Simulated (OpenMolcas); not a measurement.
## What dynamic correlation does to the levels of Ru⁺

```yaml
Program: OpenMolcas
Basis: ANO-R1 [6s4p3d1f]
Scalar_Hamiltonian: X2C, finite nucleus
Active_space: 7 electrons in 5 orbitals (4d)
State_averaging: 2S+1 = 4 even, 10 roots; 2S+1 = 2 even, 40 roots
Spin-orbit_coupling: RASSI with atomic mean-field integrals over the reference wave functions, term energies averaged over their components
```

Methods on the same reference wave functions:
A. CASSCF
B. SS-CASPT2, IPEA 0.25 Eh, imaginary shift 0.1 Eh (closed shells correlated: 4s 4p)
C. MS-CASPT2, IPEA 0.25 Eh, imaginary shift 0.1 Eh (closed shells correlated: 4s 4p)

Energies in cm-1 above 4d7 4F 9/2, the measured ground level; measured values from NIST Handbook of Basic Atomic Spectroscopic Data.

| Level | A | B | C | Measured |
| --- | --- | --- | --- | --- |
| 4d7 4F 9/2 | 0.0 | 0.0 | 0.0 | 0.0 |
| 4d7 4F 7/2 | 1534 | 1547 | 1547 | 1523 |
| 4d7 4F 5/2 | 2572 | 2570 | 2560 | 2494 |
| 4d7 4F 3/2 | 3250 | 3220 | 3220 | 3104 |
| 4d7 4P 5/2 | 12945 | 10900 | 10890 | 8257 |
| 4d7 4P 3/2 | 13084 | 11100 | 10820 | 8478 |
| 4d7 2G 9/2 | 13337 | 11940 | 11970 |  |
| 4d7 4P 1/2 | 14041 | 12030 | 11920 | 9374 |
| 4d7 2G 7/2 | 14860 | 13450 | 13450 |  |
| 4d7 2P 3/2 [51 %] | 17478 | 15360 | 14510 |  |
| 4d7 2H 11/2 | 17670 | 16160 | 16590 |  |
| 4d7 2P 1/2 | 19063 | 17350 | 15880 |  |
| 4d7 2H 9/2 | 19139 | 17630 | 18040 |  |
| 4d7 2D 5/2(1) | 19275 | 16310 | 16270 |  |
| 4d7 2D 3/2(1) [61 %] | 21816 | 19240 | 18830 |  |
| 4d7 2F 5/2 | 29652 | 25810 | 25820 |  |
| 4d7 2F 7/2 | 30361 | 26550 | 26550 |  |
| 4d7 2D 3/2(2) | 46247 | 40110 | 40070 |  |
| 4d7 2D 5/2(2) | 46984 | 40870 | 40910 |  |

Deviations, from unrounded energies. A percentage is the sum of absolute deviations over the sum of measured energies, with the sign that they share, or ± where signs differ.

```
                        Against measurement  Levels      A      B      C
             mean absolute deviation (cm-1)       6   2400   1400   1300
      fine structure of the ground term (%)       3   +3.3   +3.0   +2.9
other terms of the ground configuration (%)       3  +53.5  +30.4  +28.8
```

B, C lie about equally close to measurement and A furthest from it. The largest miss of C in the table is 4d7 4P 5/2, by +2600 cm-1. The ranking rests on the paired levels alone, and a cruder setting can come out closer through cancelling errors.

Between B and C the level of the table that moves most is 4d7 2P 1/2, by 1500 cm-1 (lowest in C, highest in B). Moves below CASPT2's spread within the term are not significant.

The mean deviations of B to C differ by less than CASPT2's widest spread within a term (950 cm-1), so their order carries little weight.

From A to B the spin-free energies of the other terms of 4d7 shown, above 4F, scale by factors of 0.83 to 0.91, as is usual when dynamic correlation screens the repulsion within a d or f shell.

The lowest spin-free term lies below A's lowest term by 0.332 hartree in B, 0.332 hartree in C.

CASPT2 breaks the degeneracy within a term, and the mean is taken; among the terms shown or strongly mixed into the levels shown the widest spread is 950 cm-1 (4d7 4F, C). Configurations with an s electron lie low at this charge and mix in, so terms can be misplaced. The CASPT2 spread within a term exceeds the gap to the next term for 4d7 2P and 4d7 2H, 4d7 2H and 4d7 2D(1), so the order of their levels is uncertain (figures for B; the like holds for C). Without dynamic correlation excited terms often stand tens of per cent too high (terms of higher spin than the ground term too low), and those without a measured partner can miss by more than the paired ones (holds for A). Some terms miss by over 15 % even with CASPT2, which points to a basis or an active space too small for the shells correlated (holds for B; C). Computed and measured levels are paired by configuration, term and J; levels that our copy of the source lacks, or whose pairing is in doubt (as where it misses far off the trend of its configuration), stay unpaired and out of the deviations. Only configurations of the active space appear.

A share in square brackets marks a mixed level and gives the weight of the term that names it, the lowest over the columns. A number in round brackets counts repeated terms of one configuration in the order of the reference energies.
